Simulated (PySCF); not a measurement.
Computed with PBE-D3(BJ)/def2-TZVP // B3LYP-D3(BJ)/def2-TZVP (PySCF 2.14.0). Isolated molecules, 0 K electronic values unless said otherwise. One relaxed conformer stands for a flexible species; it need not be the lowest. Excitations are Tamm–Dancoff values on a coarser integration grid. The basis has no diffuse functions, so Rydberg states are missing or too high.

Reference species (SMILES): `[Cl][In]([Cl])[Cl]` (neutral, multiplicity 1).

```
Item                   Result
-------------------  --------
HOMO                 -8.01 eV
T1 excitation (TDA)   3.93 eV
```

Changed species: `[NH2][In]([Cl])[Cl]` (1 of 3 Cl replaced by NH2; the reference has 0 of 3 Cl replaced by NH2).

Q: Give the shifts of the HOMO and T1 excitation (TDA).

A: the HOMO increases by 1.27 eV, to -6.74 eV; the T1 excitation (TDA) falls by 0.58 eV, to 3.35 eV.
